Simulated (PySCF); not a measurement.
Compound: TMS-CBrF2, C4H9BrF2Si.
Z-matrix (Å and degrees, PBE0-D3(BJ)/def2-SVP geometry), rows numbered from 1:
```
C 
Si  1  1.8692
C   2  1.8740  1  111.94
C   2  1.8687  1  113.36  3   127.77
C   2  1.9371  1  107.03  3  -114.18
F   5  1.3441  2  111.93  1   178.37
F   5  1.3439  2  111.61  1    58.46
Br  5  1.9760  2  111.29  1   -61.48
H   1  1.1007  2  110.72  3    55.06
H   1  1.1015  2  110.36  3   -64.56
H   1  1.1003  2  111.19  3   175.34
H   3  1.1006  2  111.01  1   -54.35
H   3  1.1007  2  110.95  1  -174.61
H   3  1.1016  2  110.53  1    65.56
H   4  1.1015  2  110.35  1   -63.75
H   4  1.1003  2  111.11  1    56.31
H   4  1.1007  2  110.79  1   176.57
```

Level of theory: delta-SCF UKS SCAN, pcX-2 on the ionised atom, pcseg-1 elsewhere, spin-free X2C in PySCF 2.14.0. Every row has its own mixed basis.

```csv
ionised atom,basis functions,E(ground) (Eh),binding energy (eV)
C1,205,-3246.46551,290.316
C5,205,-3246.47743,295.596
F6,205,-3246.51288,693.279
Si2,216,-3246.52271,1846.342
```

Q: Fill in the total energy of each core-ionised state.

A: With binding energy = E(ionised) − E(ground) and 27.2114 eV a hartree:

```tsv
atom	binding energy (Eh)	E(ionised) (Eh)
C1	10.6689	-3235.7966
C5	10.8629	-3235.6145
F6	25.4775	-3221.0353
Si2	67.8518	-3178.6709
```

Q: How much do the ground-state energies differ, and what would follow from using one of them for all holes?

A: They run from -3246.5227 Eh (core basis on Si2) to -3246.4655 Eh (on C1), 0.0572 Eh or 1.56 eV apart, though the state is the same; only basis and grid differ. Pairing the ion of C1 with the ground state of Si2 would put its binding energy 1.56 eV too high.

The listed C 1s values span 5.28 eV, from C1/C3/C4 (bonded to 3 H and Si) to C5 (bonded to 2 F, Br and Si). Summing the Pauling electronegativity differences to the bonded atoms, each weighted by its formal bond order, gives -1.70 for the lowest site and +2.62 for the highest.

Only 1s holes are shown. One atom of each set of topologically equivalent atoms was ionised and stands for the set; in this conformer not all members are related by symmetry, and their own values weren't computed. Geometry: PBE0-D3(BJ)/def2-SVP; no solvent, vibrations or thermal averaging.

On x86-64 server, one thread, on a shared host, this took 63 s wall.
